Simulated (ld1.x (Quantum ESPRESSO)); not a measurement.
## Varying the TM potential for mercury

Base potential:

```json
{"Element": "Hg (Z = 80)", "Generator": "ld1.x (Quantum ESPRESSO) 7.5", "Type": "norm-conserving Troullier–Martins (Kleinman–Bylander form)", "Functional": "PBE", "Relativity": "fully relativistic", "Frozen core": "[Kr] 4d10 4f14 5s2", "Valence charge": "18", "Reference configuration": "5p6 5d10 6s2 6p0", "Partial waves": "6s (bound): rc 2.25 bohr; 5p (bound): rc 1.70 bohr; 5d (bound): rc 1.60 bohr", "Local potential": "the d channel", "Core correction": "none"}
```

Open shells are filled in proportion to 2j + 1 (rel_dist='average').

Cutoffs, loose and tight: the cutoffs (Ry, on a coarse ladder) from which the occupation-weighted sum of valence levels, in a spherical-Bessel basis at the reference potential, stays within 10 and 1 mRy of its value at 400 Ry. They do not see the model core or the augmentation charge, which bear on the density cutoff. Test errors are all-electron minus pseudo excitation energies from the reference, over the configurations 5p6 5d10 6s1 6p0; 5p6 5d10 6s0 6p0; 5p6 5d9 6s0 6p0; 5p5 5d10 6s2 6p0; 5p6 5d10 6s1 6p1; 5p6 5d8 6s0 6p0; 5p6 5d10 6s0 6p2. A dash means not determined; rows that change the core or the reference have their own tests. The largest error is taken over the tests solved by every variant that gives reliable tests at all: 5p6 5d10 6s0 6p0; 5p6 5d10 6s0 6p2; 5p6 5d8 6s0 6p0; 5p6 5d9 6s0 6p0.

A true bound ghost makes a file unfit for plane-wave use even where its test errors are small: the radial tests pick states by their node count and pass the ghost by.

| change | outcome | cutoff, loose | cutoff, tight | bound ghosts | largest test error (meV) |
| --- | --- | --- | --- | --- | --- |
| base | generated, misses its reference levels by 1.13 eV | 50 Ry | 80 Ry | s | +284 |
| wave 5d (bound): rc 1.60 bohr becomes 5d (bound): rc 2.20 bohr | generated, misses its reference levels by 1.13 eV | 45 Ry | 70 Ry | s | +141 |
| all radii scaled by about 1.30 (s 2.92, p 2.20, d 2.08 bohr) | generated, misses its reference levels by 1.13 eV | 45 Ry | 70 Ry | s | +210 |
| functional PBEsol | generated, misses its reference levels by 1.13 eV | 50 Ry | 80 Ry | s | +289 |
| wave 6s (bound): rc 2.25 bohr becomes 6s (bound): rc 2.54 bohr | generated, misses its reference levels by 1.13 eV | 50 Ry | 80 Ry | s | +286 |
| core correction a·sin(br)/r model core inside 1.96 bohr | generated, misses its reference levels by 1.13 eV | 50 Ry | 80 Ry | s | +284 |
| scalar-relativistic | generated | 50 Ry | 80 Ry | s | -100 |
| core correction a·sin(br)/r model core inside 1.30 bohr | generated, misses its reference levels by 1.13 eV | 50 Ry | 80 Ry | s | +282 |
| wave 5p (bound): rc 1.70 bohr becomes 5p (bound): rc 2.14 bohr | generated, misses its reference levels by 1.13 eV | 50 Ry | 80 Ry | s | +334 |

**Question.** What comes out with this change to the base: core [Xe] 4f14, valence charge 12; reference 5d10 6s2 6p0; waves now 6s (bound): rc 2.35 bohr; 6p (bound): rc 3.50 bohr; 5d (bound): rc 1.85 bohr; local potential all-electron potential smoothed inside 1.50 bohr (lloc = -2)?

**Answer.** outcome: generated; cutoff, loose: 50 Ry; cutoff, tight: 70 Ry; bound ghosts: s; largest test error (meV): +80.

**Question.** What comes out with this change to the base: wave 5p (bound): rc 1.70 bohr becomes 5p (bound): rc 2.46 bohr?

**Answer.** outcome: generated, misses its reference levels by 1.13 eV; cutoff, loose: 50 Ry; cutoff, tight: 80 Ry; bound ghosts: s; largest test error (meV): +188.

**Question.** What comes out with this change to the base: local potential the s channel?

**Answer.** outcome: generated; cutoff, loose: 50 Ry; cutoff, tight: 80 Ry; bound ghosts: none; largest test error (meV): -1636.
